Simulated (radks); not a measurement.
The numbers below are computed, except where a source is named.
Task: Zr, configuration [Kr] 4d2 5s2 (the NIST ground configuration). Level of theory: scalar-relativistic Kohn-Sham, PBE, spin-polarised, spherical densities, finite nucleus; open shells are filled with parallel spins first (spin-orbit coupling, left out, can overturn this in heavy ions); Fermi nuclear charge, rms radius 4.2694 fm; hard spherical wall at 2.5 bohr (a radial shooting solver on a logarithmic mesh with Libxc functionals). Some entries of the table are withheld. Estimate them.

| orbital | occ. | eigenvalue (eV) | <1/r> (bohr^-1) | <r^2> (bohr^2) |
|---|---|---|---|---|
| 1s down | 1 | -17779.17 | 41.25 | 0.001853 |
| 1s up | 1 | -17779.16 | 41.25 | 0.001853 |
| 2s up | 1 | -2426.298 | 9.247 | 0.03119 |
| 2s down | 1 | -2425.963 | 9.248 | 0.03118 |
| 2p up | 3 | -2158.692 | 9.010 | 0.02457 |
| 2p down | 3 | -2158.442 | 9.011 | 0.02456 |
| 3s up | 1 | -364.1879 | 3.130 | 0.2426 |
| 3s down | 1 | -364.0018 | 3.130 | 0.2426 |
| 3p up | 3 | -277.1609 | 2.969 | 0.2514 |
| 3p down | 3 | -276.9550 | 2.968 | 0.2513 |
| 3d up | 5 | -134.2630 | 2.720 | 0.2539 |
| 3d down | 5 | -133.9463 | 2.720 | 0.2535 |
| 4s up | 1 | -24.1796 | 1.100 | 1.612 |
| 4s down | 1 | -22.5019 | 1.106 | 1.604 |
| 4p up | 3 | -1.8755 | 1.008 | 1.829 |
| 4p down | 3 | -0.0903 | 1.012 | 1.823 |
| 4d up | 2 | 33.1885 | 0.8905 | 2.176 |
| 4d down | 0 | 35.0579 | 0.8918 | 2.175 |
| 4f up | 0 | 69.2821 | 0.7176 | 2.447 |
| 4f down | 0 | 71.1356 | 0.7185 | 2.447 |
| 5s up | 1 | 74.0190 | 0.9823 | (1) |
| 5s down | 1 | 75.2987 | 0.9803 | (2) |
| 5p up | 0 | 92.7215 | (3) | 2.560 |
| 5p down | 0 | 93.9511 | (4) | 2.565 |
| 6s up | 0 | 226.0804 | (5) | 2.501 |
| 6s down | 0 | 227.3676 | (6) | 2.501 |

Result: 
(1) 5s up <r^2> (bohr^2): 2.635
(2) 5s down <r^2> (bohr^2): 2.642
(3) 5p up <1/r> (bohr^-1): 1.013
(4) 5p down <1/r> (bohr^-1): 1.013
(5) 6s up <1/r> (bohr^-1): 1.130
(6) 6s down <1/r> (bohr^-1): 1.129
